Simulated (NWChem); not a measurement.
System: C$_{3}$H$_{6}$Cl$_{2}$; SMILES CC(C)(Cl)Cl

Question: Give the equilibrium geometry at PBE-D3(BJ)/def2-SVP (NWChem) as a Z-matrix, with the point group.

Answer: point group C2v; any orientation.
```
C
C 1 1.5204
H 2 1.1055 1 110.54
H 2 1.1081 3 108.92 1 120.54
H 2 1.1081 3 108.92 4 118.92
C 1 1.5204 2 114.37 3 180.00
H 6 1.1055 1 110.54 2 180.00
H 6 1.1081 7 108.92 1 -120.54
H 6 1.1081 7 108.92 8 -118.92
Cl 1 1.8224 2 108.51 3 -58.72
Cl 1 1.8224 2 108.51 3 58.72
```
